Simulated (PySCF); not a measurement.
**Bromine: highly charged ions in a basis for the neutral atom**

Br¹⁷⁺ [Ar], Br¹⁸⁺ [Ne] 3s2 3p5. Calculation: PySCF 2.14, in cc-pVDZ-PP with ECP10MDF (4s3p2d, 23 functions); a scalar-relativistic core potential. No spin-orbit coupling, so a gap to NIST mixes the basis error with missing relativistic terms.

Changed run: basis of the neutral atom used for a highly charged ion. This setting is unsound on purpose.

```tsv
species	method	sound run (hartree)	changed run (hartree)	converged
Br¹⁷⁺	UHF	not run	-261.07177	yes
Br¹⁷⁺	PBE0	not run	-261.34132	yes
Br¹⁷⁺	r2SCAN	not run	-261.47822	yes
Br¹⁸⁺	UHF	not run	-234.48546	yes
Br¹⁸⁺	PBE0	not run	-234.72464	yes
Br¹⁸⁺	r2SCAN	not run	-234.83197	yes
```

Ionisation energy of Br¹⁷⁺:

| method | changed run (eV) | NIST (eV) |
| --- | --- | --- |
| UHF | 723.45 | 716.3 ± 2.3 |
| PBE0 | 724.28 | 716.3 ± 2.3 |
| r2SCAN | 725.08 | 716.3 ± 2.3 |

The contracted functions were made for the neutral atom and can be too rigid for a highly charged ion.
